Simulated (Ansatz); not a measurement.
Cartesian coordinates in Å:
```
F -1.751 1.564 1.139
Si -0.902 0.946 -0.080
Al -0.351 -1.354 -0.539
Si 1.276 0.263 -0.043
H -1.192 1.812 -1.251
H -0.577 -2.919 -0.607
H 2.629 0.630 0.477
H 0.868 -0.942 0.902
```

Total charge 0; spin multiplicity 1.

(1) List the B3LYP/def2-TZVPP orbital energies in eV (Ansatz). (Best estimate.)

## Answers

(1) The calculation gave: Occupied: -1799.72, -1799.15, -1525.01, -671.21, -144.12, -143.69, -112.96, -99.48, -99.45, -99.39, -99.05, -98.98, -98.95, -73.65, -73.57, -73.47, -32.10, -16.11, -14.21, -12.14, -11.96, -11.77, -11.16, -9.90, -8.74, -6.73, -6.60. Lowest empty: -1.81, -1.21, -0.71, -0.43, 0.28, 0.63, 1.36, 2.02.

B3LYP here is the variant with VWN-RPA as its local correlation; programs differ in this.
